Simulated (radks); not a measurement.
Question: Species: neutral nickel. Configuration: [Ar] 3d9 4p1 (not the ground configuration). Method: non-relativistic Kohn-Sham, r2SCAN, spin-polarised, spherical densities, point nucleus; open shells are filled with parallel spins first; meta-GGA in the generalised Kohn-Sham scheme; computed with a radial shooting solver on a logarithmic mesh with Libxc functionals. Some entries of the table are withheld. Estimate them.

orbital  occ.  eigenvalue (Ry)  <1/r> (bohr^-1)
1s up       1        -598.6222            27.51
1s down     1        -598.6214            27.51
2s up       1        -71.20503            5.966
2s down     1        -71.15495            5.968
2p up       3        -61.99616              (1)
2p down     3        -61.95819              (2)
3s up       1         -8.00642            1.877
3s down     1         -7.90641            1.874
3p up       3         -5.16423            1.743
3p down     3         -5.06447            1.739
3d up       5         -0.53581            1.314
3d down     4         -0.44191            1.302
4p up       1         -0.13908           0.2795

Answer: 
(1) 2p up <1/r> (bohr^-1): 5.909
(2) 2p down <1/r> (bohr^-1): 5.912
